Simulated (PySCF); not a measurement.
ClNa, charge +1, doublet, at a GFN2-xTB geometry (such geometries of metal compounds can be far from the true shape) (a state made from the parent by changing its charge; the spin is typed, not shown lowest); WB97M-V/cc-pVDZ (PySCF).

The PySCF input:
```python
from pyscf import gto, scf, dft

mol = gto.M(
    atom='''
Na   -0.000000   -0.000000   -1.715200
Cl    0.000000    0.000000    1.109835
''',
    basis='cc-pvdz',
    charge=1,
    spin=1,
    verbose=4,
)

mf = dft.UKS(mol)
mf.xc = 'wb97m_v'
mf.grids.atom_grid = (99, 590)
mf.grids.prune = None
mf.kernel()
```

Predict the main parts of the log of this PySCF run.


```
PySCF version 2.14.0

[INPUT] verbose = 4
[INPUT] num. atoms = 2
[INPUT] num. electrons = 27
[INPUT] charge = 1
[INPUT] spin (= nelec alpha-beta = 2S) = 1
[INPUT] symmetry False subgroup None
[INPUT] Mole.unit = angstrom
[INPUT] Symbol           X                Y                Z      unit          X                Y                Z       unit  Magmom
[INPUT]  1 Na     0.000000000000   0.000000000000  -1.715200000000 AA    0.000000000000   0.000000000000  -3.241258248854 Bohr   0.0
[INPUT]  2 Cl     0.000000000000   0.000000000000   1.109835000000 AA    0.000000000000   0.000000000000   2.097284193457 Bohr   0.0

nuclear repulsion = 35.0282875936192
number of shells = 10
number of NR pGTOs = 82
number of NR cGTOs = 36
basis = cc-pvdz
ecp = {}

******** <class 'pyscf.dft.uks.UKS'> ********
method = UKS
initial guess = minao
damping factor = 0
level_shift factor = 0
DIIS = <class 'pyscf.scf.diis.CDIIS'>
diis_start_cycle = 1
diis_space = 8
diis_damp = 0
SCF conv_tol = 1e-09
SCF conv_tol_grad = None
SCF max_cycles = 50
direct_scf = True
direct_scf_tol = 1e-13
number electrons alpha = 14  beta = 13
XC library pyscf.dft.libxc version 7.1.2
    S. Lehtola, C. Steigemann, M. J. T. Oliveira, and M. A. L. Marques,  SoftwareX 7, 1–5 (2018)
XC functionals = wb97m_v
    N. Mardirossian and M. Head-Gordon,  J. Chem. Phys. 144, 214110 (2016)
radial grids:
    Treutler-Ahlrichs [JCP 102, 346 (1995); DOI:10.1063/1.469408] (M4) radial grids

becke partition: Becke, JCP 88, 2547 (1988); DOI:10.1063/1.454033
pruning grids: None
grids dens level: 3
symmetrized grids: False
atomic radii adjust function: <function treutler_atomic_radii_adjust>
User specified grid scheme (99, 590)
** Following is NLC and NLC Grids **
NLC functional = wb97m_v
radial grids:
    Treutler-Ahlrichs [JCP 102, 346 (1995); DOI:10.1063/1.469408] (M4) radial grids

becke partition: Becke, JCP 88, 2547 (1988); DOI:10.1063/1.454033
pruning grids: <function nwchem_prune>
grids dens level: 3
symmetrized grids: False
atomic radii adjust function: <function treutler_atomic_radii_adjust>
small_rho_cutoff = 0
Set gradient conv threshold to 3.16228e-05
tot grids = 116824
tot grids = 36984
init E= -622.262259683271

cycle= 1 E= -622.194894249476  delta_E= 0.0674  |g|= 0.0755  |ddm|= 0.704
cycle= 2 E= -622.199465623151  delta_E= -0.00457  |g|= 0.0242  |ddm|= 0.109
cycle= 3 E= -622.199824970496  delta_E= -0.000359  |g|= 0.0052  |ddm|= 0.028
cycle= 4 E= -622.19985311639  delta_E= -2.81e-05  |g|= 0.000758  |ddm|= 0.00838
cycle= 5 E= -622.199853833854  delta_E= -7.17e-07  |g|= 0.000201  |ddm|= 0.00139
cycle= 6 E= -622.199853878306  delta_E= -4.45e-08  |g|= 4.3e-05  |ddm|= 0.00036
cycle= 7 E= -622.199853881033  delta_E= -2.73e-09  |g|= 7.11e-06  |ddm|= 9.22e-05
cycle= 8 E= -622.199853881129  delta_E= -9.55e-11  |g|= 9.6e-07  |ddm|= 1.92e-05
Extra cycle  E= -622.199853881131  delta_E= -2.05e-12  |g|= 3.86e-07  |ddm|= 2.18e-06
converged SCF energy = -622.199853881131  <S^2> = 0.75151276  2S+1 = 2.0015122
```
